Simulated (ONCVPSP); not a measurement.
## What the settings do to the ONCV potential of tungsten

Base potential:

ONCVPSP 4.0.1 input, shortened (lines: element, Z, core and valence counts, functional; n l f; lmax; l rc ep ncon nbas qcut; lloc lpopt rc5 dvloc0; l nproj debl; icmod fcfact rcfact), PBEsol, scalar-relativistic:

```
  W 74.00   12    2  -116133      upf
    1    0    2.00
    2    0    2.00
    2    1    6.00
    3    0    2.00
    3    1    6.00
    3    2   10.00
    4    0    2.00
    4    1    6.00
    4    2   10.00
    4    3   14.00
    5    0    2.00
    5    1    6.00
    5    2    4.00
    6    0    1.00
    2
    0    2.75    0.00    4    8    2.10
    1    2.55    0.44    4    8    2.80
    2    1.75    0.00    3    6    6.30
    4    5    1.50   -1.00
    0    1    2.00
    1    1    0.80
    2    2    3.30
    3    1.75    1.70
```

In the p channel the program set the typed energies aside and used 0.050 Ha.

Cutoffs, loose and tight: the cutoffs (Ha) at which the residual kinetic energy of the hardest occupied pseudo-wave falls to 1 and 0.1 mHa per electron. They do not see the model core or the augmentation charge, which bear on the density cutoff. Test errors are all-electron minus pseudo excitation energies from the reference, over the configurations 5d4 6s2; 5d4 6s0; 5d3 6s0; 5d4 6s0 6p2. A dash means not determined; rows that change the core or the reference have their own tests.

A true bound ghost makes a file unfit for plane-wave use even where its test errors are small: the radial tests pick states by their node count and pass the ghost by.

```csv
change,outcome,"cutoff, loose","cutoff, tight",bound ghosts,GHOST(+) flags above zero,largest test error (meV)
base,"generated, projector energies reset by the program",14 Ha,21 Ha,"s, p",none,-389
"d: rc 1.3; local potential polynomial inside 1.30 bohr (lpopt 5, dvloc0 -1 Ha)","generated, projector energies reset by the program",14 Ha,21 Ha,"s, p",s,-389
d: rc 1.56,"generated, projector energies reset by the program",14 Ha,21 Ha,"s, p",none,-389
d: rc 1.76,"generated, projector energies reset by the program",14 Ha,21 Ha,"s, p",none,-389
d: rc 2.02,"generated, projector energies reset by the program",14 Ha,21 Ha,"s, p",none,-389
d: rc 2.3,"generated, projector energies reset by the program",13 Ha,21 Ha,"s, p",d,-386
d: rc 2.46,"generated, projector energies reset by the program",13 Ha,21 Ha,"s, p",none,-386
```

Reading the sweep of the d radius (base included, trends over the rows without a ghost): Bound ghosts are found at 1.3, 1.56, 1.75, 1.76, 2.02, 2.3, 2.46 bohr. Every judged row has one, so this setting neither creates nor removes them.
